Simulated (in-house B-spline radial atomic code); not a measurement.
## Binding energies in Pb IX (Pb8+)

NIST's tabulated ground configuration is [Xe] 4f14 5d6; each binding energy is the energy of the ion with one electron taken from that subshell, relaxed, less that of the parent. Method: Dirac-Hartree-Fock, average of configuration, Fermi nucleus of rms radius 5.5012 fm. Calculated with a radial B-spline atomic code at the basis-set limit. Energies include first-order Breit, QED and recoil terms.

```
subshell  X-ray name  binding energy (eV)  -ε (eV)  relaxation (eV)
      1s           K              88136.3  88721.5             91.1
      2s          L1                16004  16121.3             53.1
   2p1/2          L2              15336.1  15457.6             58.1
   2p3/2          L3              13171.6  13264.6             53.9
   3p1/2          M2               3695.1   3737.1             29.6
   3p3/2          M3                 3207   3241.5             27.3
      4s          N1               1033.6   1047.0             10.3
   4p1/2          N2                904.1    917.1             10.3
   4p3/2          N3                783.8    794.2              9.0
      5s          O1                281.7    284.2              1.8
   4f5/2          N6                274.9    283.4              8.7
   4f7/2          N7                270.1    278.2              8.4
   5p1/2          O2                233.8    236.0              1.6
   5p3/2          O3                209.8    211.4              1.3
      5d        O4,5                  140    140.9              0.9
```

Relaxation = -ε minus the binding energy without Breit, QED and recoil terms.

Emission lines follow as differences of binding energies, with λ = 12398.42 eV·Å / E:

```csv
line,holes,energy (eV),wavelength (Å)
K-L3,1s → 2p3/2,74964.7,0.16539
K-L2,1s → 2p1/2,72800.2,0.17031
K-M3,1s → 3p3/2,84929.3,0.14599
L1-M3,2s → 3p3/2,12797.0,0.96885
```

(1) What screening constant σ does Moseley's law, E = (3/4)·13.6057 eV·(Z - σ)², need for K-L3?

Moseley's non-relativistic formula needs a falling, then negative, screening constant for heavy elements, because relativity binds the 1s electron more strongly than the formula allows.

(2) What does it cost to remove both a 3p3/2 and a 5d electron?

(3) What does it cost to remove both a 5s and a 5p3/2 electron?

(4) What does it cost to remove both a 5p3/2 and a 5p1/2 electron?

## Answers

(1) σ = -3.71.

(2) 3370.5 eV, which is 23.53 eV more than the two single binding energies together.

(3) 512.59 eV, which is 21.02 eV more than the two single binding energies together.

(4) 465.83 eV, which is 22.16 eV more than the two single binding energies together.
